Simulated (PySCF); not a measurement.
CH3S (SMILES [CH2]S), doublet, geometry from GFN2-xTB. Base run: CCSD/def2-SV(P) (PySCF).

PySCF was given this input:
```python
from pyscf import gto, scf, cc

mol = gto.M(
    atom='''
C    -1.021466    0.467068    0.140557
S     0.490583   -0.307596   -0.060362
H    -1.878390   -0.165556    0.030067
H    -1.101559    1.518340   -0.043332
H     1.259417    0.766349    0.135711
''',
    basis='def2-sv(p)',
    charge=0,
    spin=1,
    verbose=3,
)

mf = scf.UHF(mol)
mf.kernel()

mycc = cc.CCSD(mf)
mycc.kernel()
print('E(CCSD) = %.10f' % mycc.e_tot)
```

Variants of this job, named by their change:

| change | ΔE vs base (kcal/mol) | MP2 correlation (Eh) | CC correlation without the perturbative part (Eh) | basis functions |
|---|---|---|---|---|
| base | 0.000 | -0.24217 | -0.27448 | 38 |
| frozen = 6 | 6.38 | -0.23091 | -0.26431 | 38 |
| cc.conv_tol = 1e-9 | 0.000 | -0.24217 | -0.27448 | 38 |
| cc.diis_space = 10 | 0.000 | -0.24217 | -0.27448 | 38 |
| method = cisd | ? | - | - | 38 |
| frozen = 7 | ? | ? | ? | 38 |
| cc.diis_space = 3 | 0.000 | -0.24217 | -0.27448 | 38 |
| density fitting = JK and correlation | -0.020 | -0.24218 | -0.27456 | 38 |
| method = ccsd(t) | ? | -0.24217 | -0.27448 | 38 |
| cart = on | -13.04 | -0.25259 | -0.28492 | 40 |

Question: Some entries are withheld; supply them.

Answer: 
- method = cisd, ΔE vs base (kcal/mol): 13.59
- frozen = 7, ΔE vs base (kcal/mol): 38.04
- frozen = 7, MP2 correlation (Eh): -0.18900
- frozen = 7, CC correlation without the perturbative part (Eh): -0.21386
- method = ccsd(t), ΔE vs base (kcal/mol): -4.43

Open shells are given as the SCF converged; they aren't shown to be the lowest states, and a large step between rows can be another state.
